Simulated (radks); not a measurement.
Values are calculated unless marked as measured or tabulated.
Charge is removed step by step from the 3s down level of Al, starting from [Ne] 3s(up 1, down 1) 3p1. Code: a radial shooting solver on a logarithmic mesh with Libxc functionals. Model: scalar-relativistic Kohn-Sham, BLYP, spin-polarised, spherical densities, finite nucleus; open shells are filled with parallel spins first; Fermi nuclear charge, rms radius 3.061 fm.

| removed (e) | E - E(0) (eV) | eigenvalue (eV) |
|---|---|---|
| 0 | 0.000 | -7.242 |
| 0.25 | 2.015 | -8.898 |
| 0.5 | 4.456 | -10.645 |
| 0.75 | 7.343 | -12.458 |

The mean slope of the eigenvalue, de/dn, is 6.95 eV per electron.
